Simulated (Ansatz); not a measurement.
Tuning the range parameter of LC-ωPBE so that −HOMO meets the ionisation energy; basis def2-TZVP, Ansatz. System: Zn(NH2)2 (ZnN2H4). Total charge 0; singlet. Geometry: PBE-D4/def2-TZVP. The ionised state is a doublet.

Geometry of the singlet:

| atom | x (Å) | y (Å) | z (Å) |
| --- | --- | --- | --- |
| Zn1 | -0.0333 | 0.0279 | -0.0284 |
| N2 | 0.5460 | -0.6673 | -1.6133 |
| H3 | 1.4673 | -1.1051 | -1.5828 |
| H4 | -0.0912 | -1.3294 | -2.0574 |
| N5 | -0.7692 | 0.8520 | 1.4242 |
| H6 | -0.5194 | 1.8347 | 1.5407 |
| H7 | -0.6003 | 0.3872 | 2.3169 |

```csv
ω (1/bohr),HOMO (eV),LUMO (eV),vertical IE (eV),HOMO + IE (eV)
0.1,-6.98,0.17,8.89,1.91
0.15,-7.62,0.64,9.03,1.41
0.2,-8.17,0.99,9.20,1.03
0.3,-9.05,1.39,9.32,0.28
```

Where does the tuning condition hold?

Not within the range that was run.
